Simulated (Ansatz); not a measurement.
Geometry optimisation, RKS PBE/def2-SVP (Ansatz).

The input (input.yaml):

```yaml
crystal:
  periodic: [false, false, false]
  atoms:
    - { symbol: B, position_ang: [-0.213158, 0.513377, -0.481003] }
    - { symbol: "N", position_ang: [-0.081459, -0.06647, 2.196035] }
    - { symbol: H, position_ang: [-0.775409, -0.294852, 2.91899] }
    - { symbol: H, position_ang: [0.853209, -0.210888, 2.599818] }
    - { symbol: F, position_ang: [1.047254, 0.133235, -0.640025] }
    - { symbol: Cl, position_ang: [-1.546756, -0.511724, -1.066031] }
    - { symbol: O, position_ang: [-0.44901, 1.795397, -0.015343] }
    - { symbol: H, position_ang: [-1.401682, 2.002064, -0.048448] }
    - { symbol: H, position_ang: [-0.158988, 0.956861, 2.014806] }
basis:
  gaussian: { orbitals: def2-SVP }
hamiltonian:
  xc: pbe
relax:
  f_tol: 0.03
  max_steps: 50
```

Command:

```bash
$ ansatz run input.yaml --threads 2 --pin off --max-ram 3072MiB --backend cpu --events-out ev --progress --plain --runs-dir out
```

Where does it end, and by what steps?

It converged. After 17 steps the energy has fallen by 0.645 eV; H4 moved furthest, 0.87 Å. Joined: B1–N2.

| step | energy less start (eV) | largest force component (eV/Å) | accepted |
| --- | --- | --- | --- |
| 0 | 0.0000 | 0.626 | yes |
| 1 | -0.0444 | 1.064 | yes |
| 2 | -0.1065 | 1.686 | yes |
| 3 | -0.2478 | 1.215 | yes |
| 4 | -0.4464 | 0.852 | yes |
| 5 | -0.4637 | 1.774 | yes |
| 6 | -0.5608 | 0.771 | yes |
| 7 | -0.5825 | 0.345 | yes |
| 8 | -0.5918 | 0.441 | yes |
| 9 | -0.5236 | 1.799 | no |
| 10 | -0.6091 | 0.101 | yes |
| 11 | -0.6110 | 0.727 | yes |
| 12 | -0.6327 | 0.316 | yes |
| 13 | -0.6275 | 0.477 | no |
| 14 | -0.6400 | 0.097 | yes |
| 15 | -0.6431 | 0.091 | yes |
| 16 | -0.6441 | 0.094 | yes |
| 17 | -0.6447 | 0.018 | yes |

```xyz
9
Properties=species:S:1:pos:R:3
B -0.255 0.521 0.226
N -0.054 0.163 1.828
H -0.975 -0.014 2.251
H 0.527 -0.679 1.941
F 1.018 0.457 -0.324
Cl -1.320 -0.911 -0.397
O -0.883 1.782 0.264
H -1.177 2.042 -0.624
H 0.394 0.956 2.313
```

Whether the end is a true minimum wasn't checked by a vibrational analysis.

Time of the run: 66 s on 2 threads of Intel(R) Xeon(R) Processor @ 2.50GHz (Skylake/Cascade Lake) (shared host), peak memory 0.18 GiB.
